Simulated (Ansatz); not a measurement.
Molecule: LuCl₂, net charge 1, singlet state. SMILES: [Cl][Lu+][Cl]
Geometry: optimised at B3LYP-D3(BJ)/def2-TZVP (Ansatz, a program for electronic structure).

Quantity: vertical triplet-singlet gap (E(triplet) - E(singlet); each state is the SCF solution reached for its spin), in kcal/mol. Open shells are spin-unrestricted. No spin-orbit coupling. In def2 rows, elements after Kr have scalar-relativistic effective core potentials. 

```tsv
level	program	vertical triplet-singlet gap (kcal/mol)
SVWN5/def2-TZVP	Ansatz	89.5
PBE/def2-TZVP	Ansatz	88.8
r2SCAN/def2-TZVP	Ansatz	92.0
B3LYP/def2-TZVP	Ansatz	92.4
PBE0/def2-TZVP	Ansatz	96.9
BHLYP/def2-TZVP	Ansatz	100.9
CAM-B3LYP/def2-TZVP	Ansatz	99.0
wB97M-V/def2-TZVP	Ansatz	106.7
wB97X-V/def2-TZVP	Ansatz	108.4
```
